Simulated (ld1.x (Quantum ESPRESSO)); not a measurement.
## Varying the PAW potential for Ge

Base potential:

```
Element                 : germanium (Ge)
Generator               : ld1.x (Quantum ESPRESSO) 7.5
Type                    : PAW
Functional              : PBEsol
Relativity              : non-relativistic
Frozen core             : [Ar] 3d10
Valence charge          : 4
Reference configuration : 4s1 4p3
Partial waves           : 4s (bound): rcut 1.55, rcutus 1.95 bohr; 4s channel at 3.55 Ry: rcut 1.55, rcutus 1.95 bohr; 4p (bound): rcut 1.25, rcutus 1.75 bohr; 4p channel at 0.35 Ry: rcut 1.25, rcutus 1.75 bohr; 4d channel at 0.15 Ry: rcut 1.85, rcutus 1.95 bohr; 4d channel at 1.7 Ry: rcut 1.85, rcutus 1.95 bohr
Local potential         : all-electron potential smoothed inside 1.90 bohr (lloc = -1)
Core correction         : Bessel-smoothed model core, default radius (core density twice the valence density)
Augmentation charge     : PSQ, inside the norm-conserving radii
```

Cutoffs, loose and tight: the cutoffs (Ry, on a coarse ladder) from which the occupation-weighted sum of valence levels, in a spherical-Bessel basis at the reference potential, stays within 10 and 1 mRy of its value at 400 Ry. They do not see the model core or the augmentation charge, which bear on the density cutoff. Test errors are all-electron minus pseudo excitation energies from the reference, over the configurations 4s2 4p2; 4s2 4p1; 4s2 4p0; 4s2 4p1.5; 4s1 4p2; 4s1 4p0; 4s2 4p2.3. A dash means not determined; rows that change the core or the reference have their own tests.

A true bound ghost makes a file unfit for plane-wave use even where its test errors are small: the radial tests pick states by their node count and pass the ghost by.

The default core radius of the base comes out at 1.41 bohr.

```csv
change,outcome,"cutoff, loose","cutoff, tight",bound ghosts,largest test error (meV)
base,generated,6 Ry,15 Ry,d,-208
"waves 4s (bound): rcut 1.55, rcutus 1.74 bohr; 4s channel at 3.55 Ry: rcut 1.55, rcutus 1.74 bohr",generated,8 Ry,15 Ry,d,-208
"all radii but the core radius scaled by about 1.36 (s 2.66, p 2.38, d 2.66 bohr, rcut 2.12/1.70/2.52); local potential all-electron potential smoothed inside 2.60 bohr (lloc = -1)",generated,8 Ry,12 Ry,none,test run stopped at test 1 of 7 (negative rho)
functional LDA (PZ),generated,6 Ry,15 Ry,d,-208
local potential all-electron potential smoothed inside 0.92 bohr (lloc = -1),generated,6 Ry,15 Ry,"s, d",-208
"waves 4p (bound): rcut 1.25, rcutus 2.18 bohr; 4p channel at 0.35 Ry: rcut 1.25, rcutus 2.18 bohr",generated,8 Ry,15 Ry,d,-208
"wave 4p channel at 0.35 Ry: rcut 1.25, rcutus 1.75 bohr becomes 4p channel at -0.03 Ry: rcut 1.25, rcutus 1.75 bohr",generated,6 Ry,15 Ry,d,-208
type TM; waves now 4s (bound): rc 1.95 bohr; 4p (bound): rc 1.75 bohr; 4d channel at 0.15 Ry: rc 1.95 bohr; local potential all-electron potential smoothed inside 1.50 bohr (lloc = -1),generated,15 Ry,35 Ry,none,-117
"core correction a·sin(br)/r model core, default radius (ld1.x builds one for every PAW set, though the input has nlcc=.false.)",generated,6 Ry,15 Ry,d,-142
local potential all-electron potential smoothed inside 1.85 bohr (lloc = -1),generated,6 Ry,15 Ry,d,-208
scalar-relativistic,generated,6 Ry,15 Ry,d,-229
```

Q: What comes out with this change to the base: waves 4d channel at 0.15 Ry: rcut 1.85, rcutus 2.32 bohr; 4d channel at 1.7 Ry: rcut 1.85, rcutus 2.32 bohr?

A: outcome: generated; cutoff, loose: 6 Ry; cutoff, tight: 15 Ry; bound ghosts: none; largest test error (meV): -208.
